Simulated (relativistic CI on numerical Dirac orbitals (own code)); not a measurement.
**How well does a small relativistic CI reproduce Se⁴⁺?**

Computed by Dirac-Coulomb-Breit CI, separate exchange-only KLI orbitals for each configuration, model QED (radiative potential, 1s self-energy scaled to tabulated hydrogen-like ionisation energies), valence Slater integrals scaled by 0.85, configuration energies shifted to the measured levels that pair with them (semi-empirical) (own radial code, finite nucleus).

CI space (outside the closed core [Ar]): 3d10 4s2, 3d10 4s 4p, 3d10 4p2, 3d10 4s 4d, 3d10 4s 5s, 3d10 4s 5p, 3d10 4p 4d, 3d10 4s 4f, 3d10 4s 5d, 3d10 4s 6s, 3d10 4p 5s, 3d10 4d2, 3d10 4f2, 3d10 4p 4f, 3d10 4s 6p, 3d10 4s 5f, 3d10 4s 5g, 3d10 4s 6d, 3d9 4s 4p2, 3d10 4s 6f, 3d10 4d 4f, 3d8 4s2 4p2, 3d9 4s2 4p, 3d10 4d 5s, 3d9 4s 4p 4d, 3d10 5s2. Levels of other configurations are missing.

```csv
Configuration,Term (tabulated),J,Measured (cm⁻¹),Computed,Error,Purity (%)
3d10 4s2,1S,0,0.0,0,0,98
3d10 4s 4p,3P°,0,89749.0,89782,33,100
3d10 4s 4p,3P°,1,91350.0,91317,-33,99
3d10 4s 4p,3P°,2,94960.0,94753,-207,100
3d10 4s 4p,1P°,1,131733.0,132176,443,97
3d10 4p2,3P,0,211794.0,212161,367,98
3d10 4p2,1D,2,213203.0,213203,0,67
3d10 4p2,3P,1,214091.0,214328,237,100
3d10 4p2,3P,2,218615.0,218581,-34,81
3d10 4p2,1S,0,248787.0,248478,-309,95
3d10 4s 4d,3D,1,257536.0,257543,7,100
3d10 4s 4d,3D,2,257750.0,257743,-7,100
3d10 4s 4d,3D,3,258082.0,258050,-32,100
3d10 4s 4d,1D,2,279038.0,280050,1012,80
3d10 4s 5s,3S,1,287422.0,287192,-230,100
3d10 4s 5s,1S,0,295381.0,295611,230,100
3d10 4s 5p,3P°,0,326298.0,326239,-59,99
3d10 4s 5p,3P°,1,326631.0,326632,1,96
3d10 4s 5p,3P°,2,327843.0,327842,-1,99
3d10 4s 5p,1P°,1,329640.0,330495,855,93
3d10 4p 4d,3F°,2,351880.0,352201,321,72
3d10 4p 4d,3F°,3,353241.0,353647,406,69
3d10 4p 4d,3F°,4,355112.0,355528,416,64
3d10 4s 4f,1F°,3,358148.0,360957,2809,78
3d10 4p 4d,1D°,2,363473.0,362641,-832,95
3d10 4s 4f,3F° (computed),2,372695.0,372632,-63,51
3d10 4s 4f,3F°,3,373227.0,373275,48,68
3d10 4p 4d,3D°,1,373386.0,373714,328,57
3d10 4s 4f,3F°,4,374294.0,374245,-49,64
3d10 4p 4d,3P°,0,376667.0,376224,-443,99
3d10 4p 4d,3P°,1,377057.0,376757,-300,57
3d10 4p 4d,3D°,3,377171.0,377239,68,95
3d10 4p 4d,3D°,2,377216.0,377216,0,70
3d10 4s 5d,3D,1,384101.0,384113,12,100
3d10 4s 5d,3D,2,384207.0,384195,-12,100
3d10 4s 5d,3D,3,384376.0,384323,-53,100
3d10 4s 5d,1D,2,386684.0,388291,1607,99
3d10 4s 6s,3S,1,395720.0,395742,22,100
3d10 4s 6s,1S,0,398817.0,398795,-22,100
3d10 4p 4d,1P°,1,399060.0,398074,-986,87
3d10 4p 5s,3P°,0,401867.0,401867,0,97
3d10 4p 5s,3P°,1,402722.0,402725,3,80
3d10 4p 4d,1F°,3,404273.0,402800,-1473,68
3d10 4p 5s,3P°,2,407500.0,406939,-561,93
```

Measured levels from measured levels as listed in Rauch et al., Astron. Astrophys. 606, A105 (2017); pairs were made by configuration, J and term (by order where the table uses no LS term), so strongly mixed levels may be paired wrongly.

Mean error by configuration (cm⁻¹): 3d10 4s 4p 59; 3d10 4p2 52; 3d10 4s 4d 245; 3d10 4s 5s 0; 3d10 4s 5p 199; 3d10 4p 4d -227; 3d10 4s 4f 686; 3d10 4s 5d 389; 3d10 4s 6s 0; 3d10 4p 5s -186. Over the excited levels the mean absolute error is 347 cm⁻¹ (43 of the 45 excited levels that our extract of the source holds in range could be paired, and the others can miss by more), and the median relative error of those above 1,000 cm⁻¹ is 0.036 %, both after the shifts were fitted to these levels, so that a configuration with one level shows no error.

Configurations whose levels could be paired with our table of measured levels were shifted onto them, all but the ground configuration, by the median error of their levels; single terms can still be off by 1,000 to 2,000 cm⁻¹ or more, and rates follow the energies as ν³ (E1, M1) or ν⁵ (E2). The others borrow a shift and can be off by several thousand cm⁻¹ or more. 43 of the 45 excited levels that our extract of the measured tables holds in this range could be paired (the sources list more); they are missed by 347 cm⁻¹ on average and 2809 at most, after the shifts were fitted to these levels, and levels without a partner can miss by more.

Shifts applied (cm⁻¹): 3d10 4s2 0; 3d10 4s 4p 3119; 3d10 4p2 2683; 3d10 4s 4d 2843; 3d10 4s 5s 2131; 3d10 4s 5p 3070; 3d10 4p 4d 4067; 3d10 4s 4f -374; 3d10 4s 5d 2755; 3d10 4s 6s 2782; 3d10 4p 5s 3922.
